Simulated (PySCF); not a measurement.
C₆ coefficients of unlike pairs at PBE0

Calculated with PySCF 2.14 from the dipole response of each species, C₆(A,B) = (3/π) ∫ α_A(iu) α_B(iu) du, in atomic units, from isotropic polarisabilities. For ions this is the dispersion term alone; charge-induced terms of lower order in 1/R come first.

```csv
species,configuration,basis,relativity,α (bohr³),C₆ (like pair)
Ba⁺,[Xe] 6s1 (2S),aug-cc-pVQZ-X2C (10s9p7d4f2g),spin-free X2C,144.8,1639
Re,[Xe] 4f14 5d5 6s2 (6S),aug-cc-pwCVDZ-PP with ECP60MDF (6s6p5d3f),core potential,67.65,777.9
Li,[He] 2s1 (2S),"x2c-QZVPPall with one added diffuse shell each of s, p type (7s5p2d1f)",spin-free X2C,147.5,1194
I⁺,[Kr] 4d10 5s2 5p4 (3P),aug-cc-pV5Z-PP with ECP28MDF (8s8p6d4f3g2h),core potential,20.28,174.0
```

Q: Estimate C₆ for I⁺ with Ba⁺.

A: The integral gives 427.0. The combination rule 2 C_A C_B / (C_A α_B/α_A + C_B α_A/α_B) gives 387.5 and the geometric mean 534.0.

No spin-orbit coupling is included.

The other pairs:

```
   pair     C₆
Re, Ba⁺   1067
 Li, Re  815.6
 I⁺, Re  346.4
Li, Ba⁺   1360
 I⁺, Li  294.1
```
